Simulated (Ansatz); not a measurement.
`NC[SiH2]O` + `CN[SiH2][AlH2]` → `CN[SiH2]CN` + `O[SiH2][AlH2]`  (redistribution)

Computed with Ansatz on PBE0-D4/def2-TZVP structures; ΔE is electronic, products minus reactants. CCSD(T)/CBS is the MP2 limit (def2-TZVPP, def2-QZVPP) plus CCSD(T) − MP2 in def2-TZVPP, frozen cores. DFT in def2-TZVPP. Each species was taken in one conformer, which may not be the lowest.

```tsv
level	ΔE (kJ/mol)
PBE-D4	6.9
ωB97M-V	3.8
HF/def2-TZVPP	1.2
CCSD/def2-TZVPP	3.3
```

Problem. What does CCSD(T)/CBS give? (Estimate.)

Solution. Ansatz gave: +3.7 kJ/mol. The listed levels differ from it by 3.2, 0.1, -2.5, -0.4 kJ/mol.

Largest T1 diagnostic among the species: 0.012.
